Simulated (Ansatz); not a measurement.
Molecule: CsAg (charge 0, singlet). SMILES: [Cs][Ag]
Structure (B3LYP-D3(BJ)/def2-TZVP (Ansatz, an electronic-structure program) minimum search):
```xyz
2

Cs     0.0000     0.0000    -1.5330
Ag     0.0000     0.0000     1.7939
```
Charge 0, spin multiplicity 1.

Wanted: atomisation energy, in kcal/mol. Set-up: atomisation electronic, to ground-state atoms; def2 sets with scalar-relativistic core potentials past Kr; LANL2DZ with its own core potentials from Na on; open shells spin-unrestricted; no spin-orbit coupling. First-principles rows: single points at B3LYP-D3(BJ) geometries (Ansatz). The spin state of an ion or metal species was assumed, not searched.

```json
[
 {"species": "[Ag][Cs]", "coefficient": "-1", "E at B3LYP/LANL2DZ (Ansatz), Eh": "-165.68268", "E at B3LYP/def2-TZVPD (Ansatz), Eh": "-167.23518"},
 {"species": "Ag atom", "coefficient": "+1", "E at B3LYP/LANL2DZ (Ansatz), Eh": "-145.75869", "E at B3LYP/def2-TZVPD (Ansatz), Eh": "-147.02901"},
 {"species": "Cs atom", "coefficient": "+1", "E at B3LYP/LANL2DZ (Ansatz), Eh": "-19.87709", "E at B3LYP/def2-TZVPD (Ansatz), Eh": "-20.14963"}
]
```

 1 Eh = 627.5095 kcal/mol.

Work the quantity out at each level.


- B3LYP/LANL2DZ: the sum of coefficient times E is 0.04690 Eh, or 29.43 kcal/mol. Result: 29.4 kcal/mol.
- B3LYP/def2-TZVPD: the sum of coefficient times E is 0.05654 Eh, or 35.48 kcal/mol. Result: 35.5 kcal/mol.
